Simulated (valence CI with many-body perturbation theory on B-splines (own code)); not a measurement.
**Os⁶¹⁺: calculated level list**

Computed by valence CI with perturbative core correlation (CI+MBPT): five valence electrons over a frozen Dirac-Fock core [Ne], a basis of 11 s, 11 p, 10 d, 8 f, 5 g, 2 h functions for each j, with the one-electron correlation potential Σ1, the two-electron term Σ2, the three-electron term Σ3, Breit, model QED; selected CI, second order for the rest, scaled by the run's own slope (own B-spline code, finite nucleus).

No measured spectrum was set against this ion. As an estimate, large intervals hold to a few tenths of a per cent, small ones and those within an open d or f shell to about a per cent. Among the levels kept, up to 3100 cm⁻¹ of a level comes from second order outside the variational space, and about a tenth of that is noise between levels of different J, which matters for small intervals.

Levels 136 to 172 of 172, with energies above the lowest level, (3s^2 3p1/2^2 3p3/2) J=3/2. "Leading %" is the weight of the configuration and term that name the level; weights of strongly mixed levels are sums over their largest components and can fall short, so below about 35 % the name and the second component can differ from the true leading terms, or belong to a minority configuration. In the jj column 3d3/2^4 stands for four electrons in 3d with j = 3/2.

```
No.  Configuration  Term     J  E (eV)  Leading %     Second component      g                     Leading jj
136     3s2 3p 3d2   4G°   9/2  1384.9         48  15 % 3s2 3p 3d2 2G°  1.167  3s^2 3p3/2 3d3/2 3d5/2 (78 %)
137     3s2 3p 3d2   2H°  11/2  1390.9         60  37 % 3s2 3p 3d2 4G°  1.149  3s^2 3p3/2 3d3/2 3d5/2 (93 %)
138     3s2 3p 3d2   4F°   7/2  1391.7         29  17 % 3s2 3p 3d2 4D°  1.207  3s^2 3p3/2 3d3/2 3d5/2 (76 %)
139     3s2 3p 3d2   4D°   5/2  1398.8         42  30 % 3s2 3p 3d2 4P°  1.375  3s^2 3p3/2 3d3/2 3d5/2 (86 %)
140     3s2 3p 3d2   2F°   5/2  1400.2         23  16 % 3s2 3p 3d2 4D°  1.119  3s^2 3p3/2 3d3/2 3d5/2 (82 %)
141     3s2 3p 3d2   2G°   7/2  1400.4         37  21 % 3s2 3p 3d2 4D°  1.106  3s^2 3p3/2 3d3/2 3d5/2 (92 %)
142     3s2 3p 3d2   4D°   3/2  1400.6         34  24 % 3s2 3p 3d2 2D°  1.129  3s^2 3p3/2 3d3/2 3d5/2 (79 %)
143         3p4 3d    4D   3/2  1404.8         16       10 % 3p4 3d 2D  1.003  3s 3p1/2 3p3/2 3d3/2^2 (51 %)
144     3s2 3p 3d2   2S°   1/2  1405.5         29  20 % 3s2 3p 3d2 4P°  1.645  3s^2 3p3/2 3d3/2 3d5/2 (72 %)
145     3s 3p2 3d2    6F   1/2  1418.1         32   19 % 3s 3p2 3d2 4D  0.589  3s 3p1/2 3p3/2 3d3/2^2 (64 %)
146     3s2 3p 3d2   2G°   7/2  1418.7         36  16 % 3s2 3p 3d2 4F°  1.120  3s^2 3p3/2 3d3/2 3d5/2 (84 %)
147     3s 3p2 3d2    6G   5/2  1419.6         15       14 % 3p4 3d 4D  1.068  3s 3p1/2 3p3/2 3d3/2^2 (59 %)
148         3s 3p4    4P   1/2  1422.5         31       30 % 3s 3p4 2S  1.586              3s 3p3/2^4 (84 %)
149     3s2 3p 3d2   2D°   5/2  1425.1         34  14 % 3s2 3p 3d2 4D°  1.171  3s^2 3p3/2 3d3/2 3d5/2 (77 %)
150     3s2 3p 3d2   2G°   9/2  1425.6         69  16 % 3s2 3p 3d2 2H°  1.078  3s^2 3p3/2 3d3/2 3d5/2 (90 %)
151     3s2 3p 3d2   2D°   3/2  1429.7         47  14 % 3s2 3p 3d2 4F°  0.914  3s^2 3p3/2 3d3/2 3d5/2 (86 %)
152         3p4 3d    2F   7/2  1431.4         24       22 % 3p4 3d 2G  1.081   3p1/2^2 3p3/2^2 3d3/2 (74 %)
153     3s2 3p 3d2   4S°   3/2  1432.6         29  17 % 3s2 3p 3d2 2D°  1.394  3s^2 3p3/2 3d3/2 3d5/2 (78 %)
154     3s 3p2 3d2    6F   3/2  1433.4         23   14 % 3s 3p2 3d2 6G  0.920  3s 3p1/2 3p3/2 3d3/2^2 (62 %)
155         3p4 3d    4P   1/2  1435.8         29   20 % 3s 3p2 3d2 6F  1.031   3p1/2^2 3p3/2^2 3d3/2 (56 %)
156     3s2 3p 3d2   2F°   5/2  1437.5         60  19 % 3s2 3p 3d2 2D°  0.960  3s^2 3p3/2 3d3/2 3d5/2 (88 %)
157     3s 3p2 3d2    4G   7/2  1437.8         24   23 % 3s 3p2 3d2 6G  1.065  3s 3p1/2 3p3/2 3d3/2^2 (87 %)
158         3p4 3d    4D   5/2  1438.4         18   16 % 3s 3p2 3d2 6G  1.077   3p1/2^2 3p3/2^2 3d3/2 (47 %)
159     3s2 3p 3d2   2P°   1/2  1439.2         73  16 % 3s2 3p 3d2 4D°  0.657  3s^2 3p3/2 3d3/2 3d5/2 (90 %)
160         3p4 3d    2D   3/2  1450.2         43       14 % 3p4 3d 4F  0.884   3p1/2^2 3p3/2^2 3d3/2 (72 %)
161     3s 3p2 3d2    2G   9/2  1450.6         24   16 % 3s 3p2 3d2 4H  1.123  3s 3p1/2 3p3/2 3d3/2^2 (94 %)
162     3s2 3p 3d2   4G°  11/2  1464.4         60  39 % 3s2 3p 3d2 2H°  1.189      3s^2 3p3/2 3d5/2^2 (94 %)
163     3s2 3p 3d2   2D°   5/2  1472.0         44  20 % 3s2 3p 3d2 4P°  1.206      3s^2 3p3/2 3d5/2^2 (93 %)
164     3s 3p2 3d2    4F   3/2  1472.2         18   15 % 3s 3p2 3d2 6D  1.333  3s 3p1/2 3p3/2 3d3/2^2 (84 %)
165     3s 3p2 3d2    4F   3/2  1474.8          9    8 % 3s 3p2 3d2 6P  1.185  3s 3p1/2 3p3/2 3d3/2^2 (77 %)
166     3s2 3p 3d2   2F°   7/2  1475.6         49  33 % 3s2 3p 3d2 4D°  1.221      3s^2 3p3/2 3d5/2^2 (96 %)
167     3s 3p2 3d2    4G   5/2  1476.2         22   10 % 3s 3p2 3d2 2F  1.038  3s 3p1/2 3p3/2 3d3/2^2 (94 %)
168     3s2 3p 3d2   4F°   9/2  1481.5         50  42 % 3s2 3p 3d2 2G°  1.204      3s^2 3p3/2 3d5/2^2 (95 %)
169     3s 3p2 3d2    4G   5/2  1481.7         30   15 % 3s 3p2 3d2 6D  1.064  3s 3p1/2 3p3/2 3d3/2^2 (91 %)
170     3s 3p2 3d2    4H   7/2  1482.2         29   25 % 3s 3p2 3d2 2G  0.933  3s 3p1/2 3p3/2 3d3/2^2 (94 %)
171     3s 3p2 3d2    4D   3/2  1482.5         25   21 % 3s 3p2 3d2 6D  1.285  3s 3p1/2 3p3/2 3d3/2^2 (90 %)
172     3s 3p2 3d2    4P   1/2  1485.6         35   30 % 3s 3p2 3d2 6D  2.115  3s 3p1/2 3p3/2 3d3/2^2 (87 %)
```

Where two levels of one J and parity lie close, their mixing, g and order are uncertain.
